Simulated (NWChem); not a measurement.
All runs are NWChem calculations. System: C$_{2}$H$_{5}$FOSi, charge 0, spin multiplicity 1, at a geometry optimised with B3LYP/def2-SVP. The structure started from a generated list of species. Level: RHF/def2-TZVP.

The NWChem input:

```
start mol
memory heap 200 mb stack 800 mb global 1000 mb
geometry units angstroms nocenter noautoz noautosym
  O      2.527951    -0.232934    -0.450522
  C      1.407344    -0.477861    -0.067392
  Si    -0.001643     0.854962    -0.066312
  C     -1.679368    -0.042460    -0.219807
  F     -1.739537    -0.994480     0.798976
  H      1.153681    -1.504831     0.324569
  H      0.051702     1.568762     1.241377
  H      0.203105     1.811441    -1.189246
  H     -1.784351    -0.556198    -1.192875
  H     -2.536779     0.647070    -0.118876
end
basis spherical
  * library def2-tzvp
end
scf
  rhf
  nopen 0
  maxiter 100
  thresh 1e-7
  semidirect memsize 60000000 filesize 0
end
task scf energy
```

Part of the output:

```
             Northwest Computational Chemistry Package (NWChem) 7.3.0
             --------------------------------------------------------

                                NWChem Input Module
                                -------------------

 Scaling coordinates for geometry "geometry" by  1.889725989
 (inverse scale =  0.529177249)

                             Geometry "geometry" -> ""
                             -------------------------

 Output coordinates in angstroms (scale by  1.889725989 to convert to a.u.)

  No.       Tag          Charge          X              Y              Z
 ---- ---------------- ---------- -------------- -------------- --------------
    1 O                    8.0000     2.52795100    -0.23293400    -0.45052200
    2 C                    6.0000     1.40734400    -0.47786100    -0.06739200
    3 Si                  14.0000    -0.00164300     0.85496200    -0.06631200
    4 C                    6.0000    -1.67936800    -0.04246000    -0.21980700
    5 F                    9.0000    -1.73953700    -0.99448000     0.79897600
    6 H                    1.0000     1.15368100    -1.50483100     0.32456900
    7 H                    1.0000     0.05170200     1.56876200     1.24137700
    8 H                    1.0000     0.20310500     1.81144100    -1.18924600
    9 H                    1.0000    -1.78435100    -0.55619800    -1.19287500
   10 H                    1.0000    -2.53677900     0.64707000    -0.11887600

 Effective nuclear repulsion energy (a.u.)     214.5796655227

            Nuclear Dipole moment (a.u.)
            ----------------------------
        X                 Y               Z
 ---------------- ---------------- ----------------
    -0.0000245664    -0.0000113384    -0.0000094486


 Summary of "ao basis" -> "" (spherical)
 ------------------------------------------------------------------------------
       Tag                 Description            Shells   Functions and Types
 ---------------- ------------------------------  ------  ---------------------
 *                         def2-tzvp                  on all atoms

 Summary of "ao basis" -> "ao basis" (spherical)
 ------------------------------------------------------------------------------
       Tag                 Description            Shells   Functions and Types
 ---------------- ------------------------------  ------  ---------------------
 O                         def2-tzvp                11       31   5s3p2d1f
 C                         def2-tzvp                11       31   5s3p2d1f
 Si                        def2-tzvp                13       37   5s5p2d1f
 F                         def2-tzvp                11       31   5s3p2d1f
 H                         def2-tzvp                 4        6   3s1p

                                 NWChem SCF Module
                                 -----------------

  ao basis        = "ao basis"
  functions       =   191
  atoms           =    10
  closed shells   =    24
  open shells     =     0
  charge          =   0.00
  wavefunction    = RHF
  use symmetry    = F
  symmetry adapt  = F

 Summary of "ao basis" -> "ao basis" (spherical)
 ------------------------------------------------------------------------------
       Tag                 Description            Shells   Functions and Types
 ---------------- ------------------------------  ------  ---------------------
 O                         def2-tzvp                11       31   5s3p2d1f
 C                         def2-tzvp                11       31   5s3p2d1f
[...]
       Final RHF  results
       ------------------

         Total SCF energy =   -541.957755046289
      One-electron energy =  -1175.999711370315
      Two-electron energy =    419.462290801344
 Nuclear repulsion energy =    214.579665522682

        Time for solution =    128.5s

             Final eigenvalues
             -----------------

              1
    1  -68.7958
    2  -26.2936
    3  -20.5742
    4  -11.3294
    5  -11.3163
    6   -6.1465
    7   -4.2527
    8   -4.2525
    9   -4.2524
   10   -1.6010
   11   -1.4014
   12   -0.9616
   13   -0.8492
   14   -0.7356
   15   -0.7101
   16   -0.7005
   17   -0.6725
   18   -0.6463
   19   -0.5922
   20   -0.5512
   21   -0.5387
   22   -0.4963
   23   -0.4703
   24   -0.3972
   25    0.0831
   26    0.1168
   27    0.1306
   28    0.1595
   29    0.1712
   30    0.1778
   31    0.1955
   32    0.2103
   33    0.2537
   34    0.2733

                       ROHF Final Molecular Orbital Analysis
                       -------------------------------------

 Vector   22  Occ=2.000000D+00  E=-4.963334D-01
              MO Center=  3.1D-01,  1.2D+00, -1.0D-01, r^2= 3.2D+00
   Bfn.  Coefficient  Atom+Function         Bfn.  Coefficient  Atom+Function
  ----- ------------  ---------------      ----- ------------  ---------------
    79      0.276939   3 Si pz              175     -0.221163   8 H  s
   169      0.199772   7 H  s

 Vector   23  Occ=2.000000D+00  E=-4.703326D-01
              MO Center= -9.5D-01,  2.9D-01, -1.7D-02, r^2= 2.8D+00
   Bfn.  Coefficient  Atom+Function         Bfn.  Coefficient  Atom+Function
  ----- ------------  ---------------      ----- ------------  ---------------
   105      0.233892   4 C  px              108      0.228300   4 C  px
    78     -0.196089   3 Si py              136     -0.178342   5 F  px
    77     -0.172326   3 Si px              139     -0.154454   5 F  px

 Vector   24  Occ=2.000000D+00  E=-3.971922D-01
              MO Center=  1.5D+00, -2.5D-01, -1.6D-01, r^2= 2.6D+00
   Bfn.  Coefficient  Atom+Function         Bfn.  Coefficient  Atom+Function
  ----- ------------  ---------------      ----- ------------  ---------------
     7      0.312555   1 O  py               10      0.280230   1 O  py
    13      0.224799   1 O  py              163      0.182483   6 H  s
    41     -0.174450   2 C  py               77     -0.173140   3 Si px
    38     -0.162958   2 C  py              164      0.162250   6 H  s

 Vector   25  Occ=0.000000D+00  E= 8.308051D-02
              MO Center=  8.3D-01, -6.0D-02, -2.0D-01, r^2= 4.5D+00
   Bfn.  Coefficient  Atom+Function         Bfn.  Coefficient  Atom+Function
  ----- ------------  ---------------      ----- ------------  ---------------
   104      1.254219   4 C  s                36     -0.659562   2 C  s
    82      0.661304   3 Si pz              188     -0.623086  10 H  s
   170     -0.581119   7 H  s               182     -0.567622   9 H  s
    80      0.558410   3 Si px              176      0.411448   8 H  s
    45      0.371002   2 C  pz               14     -0.333002   1 O  pz

 Vector   26  Occ=0.000000D+00  E= 1.168168D-01
              MO Center= -3.8D-01,  1.3D+00, -2.4D-01, r^2= 6.6D+00
   Bfn.  Coefficient  Atom+Function         Bfn.  Coefficient  Atom+Function
  ----- ------------  ---------------      ----- ------------  ---------------
   104      2.396877   4 C  s                80      2.158358   3 Si px
    36     -2.127854   2 C  s                81     -0.815679   3 Si py
   188     -0.817765  10 H  s                44     -0.722726   2 C  py
    43      0.606717   2 C  px              112      0.497563   4 C  py
    67      0.471756   3 Si s               182     -0.442806   9 H  s

 Vector   27  Occ=0.000000D+00  E= 1.306205D-01
              MO Center= -2.9D-01,  7.3D-01, -3.1D-02, r^2= 7.5D+00
   Bfn.  Coefficient  Atom+Function         Bfn.  Coefficient  Atom+Function
  ----- ------------  ---------------      ----- ------------  ---------------
   104      3.155726   4 C  s                81      2.326934   3 Si py
    67     -1.985012   3 Si s                36      1.648748   2 C  s
   182     -1.193254   9 H  s               176     -0.855910   8 H  s
   111      0.827600   4 C  px               43     -0.708916   2 C  px
    80      0.701457   3 Si px              164     -0.657214   6 H  s

 center of mass
 --------------
 x =   0.02341875 y =  -0.06084087 z =   0.03551594

 moments of inertia (a.u.)
 ------------------
         257.862791337309         -50.991648965620         138.202353042330
         -50.991648965620         889.244543894981          51.989321310674
         138.202353042330          51.989321310674         999.750178329799

  Mulliken analysis of the total density
  --------------------------------------

    Atom       Charge   Shell Charges
 -----------   ------   -------------------------------------------------------
    1 O    8     8.38   0.79  1.18  0.59  0.95  0.34  1.82  1.92  0.75  0.00  0.03  0.00
    2 C    6     5.93   0.86  1.12  0.51  0.66  0.09  1.14  1.17  0.20  0.04  0.12  0.01
    3 Si  14    13.58   2.00  0.58  1.39  0.80  0.43  4.12  1.73  0.53  1.37  0.26  0.14  0.18  0.03
    4 C    6     6.07   0.85  1.12  0.48  0.70  0.04  1.17  1.34  0.24  0.03  0.10  0.01
    5 F    9     9.31   0.77  1.20  0.60  1.00  0.36  2.24  2.26  0.87  0.00  0.01  0.00
    6 H    1     0.90   0.26  0.50  0.12  0.02
    7 H    1     1.03   0.24  0.56  0.22  0.01
    8 H    1     1.03   0.24  0.56  0.22  0.01
    9 H    1     0.89   0.26  0.49  0.11  0.02
   10 H    1     0.89   0.26  0.49  0.11  0.02

       Multipole analysis of the density wrt the origin
       ------------------------------------------------

     L   x y z        total         open         nuclear
     -   - - -        -----         ----         -------
     0   0 0 0      0.000000      0.000000     48.000000

     1   1 0 0     -1.074567      0.000000     -0.000025
     1   0 1 0      0.354508      0.000000     -0.000011
     1   0 0 1     -0.260454      0.000000     -0.000009

     2   2 0 0    -34.277402      0.000000    421.948580
     2   1 1 0     -2.015596      0.000000     18.911045
     2   1 0 1      3.776270      0.000000    -61.941440
     2   0 2 0    -27.638423      0.000000    106.004363
     2   0 1 1      0.893998      0.000000    -24.871552
     2   0 0 2    -27.958111      0.000000     43.729387

 Task  times  cpu:      134.9s     wall:      134.9s

 Total times  cpu:      135.0s     wall:      135.0s
```
